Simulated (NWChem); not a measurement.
# C2H6BFO; SMILES CB(F)CO

```xyz
11

C      1.5089    -0.7399    -0.0030
B     -0.0463    -0.5805    -0.0012
F     -0.8414    -1.6610    -0.0013
C     -0.7941     0.8125     0.0006
O      0.1404     1.8897    -0.0015
H      1.9338    -0.2194    -0.8721
H      1.9359    -0.2266     0.8692
H      1.8459    -1.7810    -0.0076
H     -1.4678     0.8484    -0.8764
H     -1.4632     0.8481     0.8811
H     -0.3559     2.7215    -0.0003
```
Atoms are numbered in this order, from 1.

Results from NWChem. Pople sets run with spherical d functions. Geometry: optimised at B3LYP/6-31G* (spherical d). Isolated, static molecule.

GIAO at B3LYP/6-31G*: principal shieldings of F3 are 42.0, 126.2, 470.3 ppm; an isolated trichlorofluoromethane molecule has σ = 181.1 ppm at the same levels.

Problem. Find the isotropic 19F shift, its principal values, the span and the skew.

Solution. 
1. σ(iso) = one third of the sum = 212.8 ppm.
2. δ = σ(reference) − σ = -31.7 ppm against trichlorofluoromethane.
3. δ11, δ22, δ33 = 139.1, 54.9, -289.2 ppm.
4. Span Ω = δ11 − δ33 = 428.3 ppm; skew κ = 3(δ22 − δ(iso))/Ω = 0.61.
